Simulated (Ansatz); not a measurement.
Isolated molecules relaxed with PBE0-D4/def2-TZVP in Ansatz; ΔE leaves out vibrations. CCSD(T)/CBS is the MP2 limit (def2-TZVPP, def2-QZVPP) plus CCSD(T) − MP2 in def2-TZVPP, frozen cores. DFT in def2-TZVPP. B3LYP here is the variant with VWN-RPA as its local correlation; programs differ in this. HSE06 is defined as in plane-wave codes. For As outer-core shells are correlated without core-valence functions, which leaves a few kJ/mol of doubt a bond. Scalar relativity is left out up to krypton. Each species was taken in one conformer, which may not be the lowest.

Reaction (cleavage of the Si–Si bond): `CN[SiH]([SiH3])Cl` + `C[AsH]C` → `C[As](C)[SiH3]` + `CN[SiH2]Cl`

`CN[SiH]([SiH3])Cl`:

```xyz
13

C    -1.296    0.908   -1.050
N    -0.333   -0.143   -1.307
Si    0.398   -1.105   -0.109
Si    1.304    0.203    1.605
Cl   -0.914   -2.415    0.851
H    -2.332    0.552   -1.057
H    -1.109    1.345   -0.066
H    -1.201    1.712   -1.785
H    -0.408   -0.539   -2.232
H     1.388   -1.965   -0.803
H     1.953   -0.685    2.605
H     2.316    1.151    1.065
H     0.233    0.982    2.283
```

`C[AsH]C`:

Z-matrix (Å, degrees):
```
C
As 1 1.968
H 1 1.090 2 109.3
H 1 1.091 2 108.5 3 117.9
H 1 1.090 2 111.9 3 -121.4
C 2 1.968 1 97.5 3 168.3
H 2 1.527 1 95.3 3 72.2
H 6 1.090 2 111.9 1 -46.9
H 6 1.091 2 108.5 1 73.8
H 6 1.090 2 109.3 1 -168.2
```

`C[As](C)[SiH3]`:

```xyz
13

C     1.183   -1.054    0.809
As    0.418    0.766    0.729
C     0.735    1.096   -1.193
Si   -1.823    0.072    0.485
H     0.931   -1.508    1.768
H     0.817   -1.687    0.000
H     2.268   -0.972    0.740
H     0.412    0.258   -1.811
H     0.202    1.998   -1.496
H     1.804    1.261   -1.340
H    -2.679    1.238    0.138
H    -1.956   -0.953   -0.591
H    -2.312   -0.516    1.762
```

`CN[SiH2]Cl`:

Cartesian coordinates in Å:
```
C -0.448 1.293 -0.348
N 0.037 -0.033 -0.679
Si 0.593 -1.149 0.473
Cl -0.875 -1.913 1.724
H -1.522 1.316 -0.131
H -0.244 1.995 -1.161
H 0.076 1.661 0.537
H -0.338 -0.397 -1.540
H 1.171 -2.304 -0.249
H 1.549 -0.470 1.374
```

```csv
level,ΔE (kcal/mol),difference from CCSD(T)/CBS
LDA (SPW92),-5.2,2.2
PBE-D4,-5.5,1.9
revPBE-D4,-5.8,1.6
BLYP-D4,-6.3,1.1
B97M-V,-5.2,2.2
B3LYP-D4,-6.6,0.8
r2SCANh-D4,-6.7,0.7
r2SCAN0-D4,-6.9,0.5
HSE06-D4,-6.0,1.4
BHLYP-D4,-7.1,0.3
CAM-B3LYP-D4,-6.4,1.0
ωB97X-V,-6.3,1.1
ωB97M-V,-7.5,-0.1
PBE,-5.5,1.9
revPBE,-5.5,1.9
BLYP,-6.2,1.2
r2SCAN,-6.6,0.8
PBE0,-6.0,1.4
B3LYP,-6.5,0.9
r2SCANh,-6.7,0.7
HSE06,-6.1,1.3
BHLYP,-7.0,0.4
CAM-B3LYP,-6.5,0.9
LC-ωPBE,-5.9,1.5
RPA@PBE/def2-TZVPP,-6.8,0.6
HF/def2-SVP,-7.0,0.4
MP2/def2-SVP,-7.8,-0.4
CCSD/def2-SVP,-6.3,1.1
CCSD(T)/def2-SVP,-6.3,1.1
HF/def2-TZVPP,-7.4,0.0
MP2/def2-TZVPP,-8.9,-1.5
SCS-MP2/def2-TZVPP,-8.3,-0.9
CCSD/def2-TZVPP,-7.0,0.4
CCSD(T)/def2-TZVPP,-7.1,0.3
HF/def2-QZVPP,-7.4,0.0
MP2/def2-QZVPP,-9.0,-1.6
SCS-MP2/def2-QZVPP,-8.4,-1.0
HF/CBS(def2),-7.4,0.0
MP2/CBS(def2),-9.1,-1.7
CCSD/CBS(def2),-7.3,0.1
CCSD(T)/CBS,-7.4,0
```

Q: What do rigid-rotor, harmonic-oscillator terms from PBE0-D4/def2-TZVP frequencies (298.15 K, 1 bar) make of the CCSD(T)/CBS value? (Estimate.)

A: The calculation gave: ΔZPE = +0.3 kcal/mol, ΔH = -7.1 kcal/mol, ΔS = -4 J/(mol·K), ΔG = -6.9 kcal/mol.

Largest T1 diagnostic among the species: 0.011.

At CCSD(T), def2-SVP lies +1.1 kcal/mol from the extrapolated value and def2-TZVPP +0.3 kcal/mol. From BLYP to BHLYP (50 % exact exchange), in def2-TZVPP and without D4, ΔE moves by −0.9 kcal/mol.
